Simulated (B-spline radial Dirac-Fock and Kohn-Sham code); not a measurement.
How the levels of lead move as electrons are removed

Model: relaxed Dirac-Fock hole states (ΔSCF) with Breit and QED corrections and a finite nucleus. Program: a radial finite-basis atomic code. Each ion is free and in its tabulated ground configuration. Electron correlation is not included.

Reference: Pb³⁴⁺, [Kr] 4d10 4f2, with L3 (2p3/2) 14376.0 eV, M1 (3s) 5188.2 eV, M3 (3p3/2) 4397.5 eV, N1 (4s) 2102.7 eV, N2 (4p1/2) 1970.9 eV, Kα1 (K-L3) 74959.7 eV, Kβ1 (K-M3) 84938.2 eV, Lℓ (L3-M1) 9187.8 eV. Shifts from it, in eV (a dash: the subshell is empty, belongs to an open shell averaged over j, or its hole state is left out as unreliable):

```tsv
ion	configuration	L3 (2p3/2)	M1 (3s)	M3 (3p3/2)	N1 (4s)	N2 (4p1/2)	Kα1	Kβ1	Lℓ
Pb³⁵⁺	[Kr] 4d10 4f1	+73.8	+73.6	+73.1	+61.0	+60.9	-1.79	-1.07	+0.18
Pb³⁶⁺	[Kr] 4d10	+149.1	+148.6	+147.5	+122.9	+122.7	-3.64	-2.02	+0.51
Pb³⁷⁺	[Kr] 4d9	+229.3	+221.7	+220.1	+182.1	+181.3	-2.67	+6.55	+7.66
Pb³⁸⁺	[Kr] 4d8	?	?	?	?	?	?	?	?
Pb³⁹⁺	[Kr] 4d7	+393.1	+370.4	+367.9	+302.2	+300.2	-0.54	+24.71	+22.76
Pb⁴⁰⁺	[Kr] 4d6	+476.7	+446.0	+443.1	+363.1	+360.5	+0.62	+34.30	+30.70
Pb⁴¹⁺	[Kr] 4d5	+561.5	+522.6	+519.1	+424.5	+421.4	+1.85	+44.23	+38.91
Pb⁴²⁺	[Kr] 4d4	+647.4	+600.0	+596.0	+486.5	+482.9	+3.14	+54.51	+47.39
Pb⁴³⁺	[Kr] 4d3	+734.4	+678.3	+673.8	+549.1	+544.9	+4.51	+65.14	+56.14
```

Q: Give the missing shifts for Pb³⁸⁺.

A: L3 (2p3/2) +310.6, M1 (3s) +295.6, M3 (3p3/2) +293.6, N1 (4s) +241.9, N2 (4p1/2) +240.5, Kα1 -1.63, Kβ1 +15.46, Lℓ +15.08 (eV).

Over this range L3 (2p3/2) moves by +734.4 eV and Kα1 by +4.5 eV: a line is a difference of two levels that shift in the same direction.

Values without a named source are computed, but for edge energies of neutral atoms, which are taken from tables.
